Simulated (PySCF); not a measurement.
Reproducing measurements on fluorobenzene

**The experiment to reproduce.**

NIST CCCBDB Release 22 (SRD 101), experimental dipoles lists, for the gas: dipole moment 1.6 D.

The runs below try to reproduce these values; the comparison stands at the end.

Species: fluorobenzene, C6H5F.
SMILES with atom numbers: `[F:1][c:2]1[cH:3][cH:4][cH:5][cH:6][cH:7]1` (hydrogens: H8 on C3; H9 on C4; H10 on C5; H11 on C6; H12 on C7)

Structure used (PBE/6-31+G*), in Å, numbered top down from 1:
```xyz
12
C6H5F angstrom
F     -2.279   -1.622    0.078
C     -1.132   -0.876    0.069
C      0.099   -1.538    0.044
C      1.271   -0.763    0.035
C      1.200    0.640    0.051
C     -0.054    1.274    0.076
C     -1.237    0.517    0.086
H      0.130   -2.631    0.032
H      2.245   -1.264    0.016
H      2.118    1.237    0.045
H     -0.116    2.368    0.089
H     -2.224    0.989    0.105
```

Runs made with PySCF (gas phase, on this PBE/6-31+G* geometry; no spin–orbit coupling):

| level | job | basis functions | wall time |
| --- | --- | --- | --- |
| PBE/6-31+G*, grid level 1 | geometry optimisation from a GFN2-xTB start | 136 | 62 s |

Hardware: Arm Neoverse N1, one thread (shared host).

All basis functions are spherical.

**Comparison with experiment**

**Dipole moment.** Measured: 1.6 D (NIST CCCBDB Release 22 (SRD 101), experimental dipoles).

```csv
level,computed (D),computed − measured (D),% (from the printed values)
PBE/6-31+G*,1.62,+0.02,+1
```

The computed dipoles belong to one fixed geometry; measured ones are averaged over vibrations unless marked μe. Magnitudes are compared, not signs.

The geometry is computed, not the measured one. Where a level misses, the cause wasn't examined.
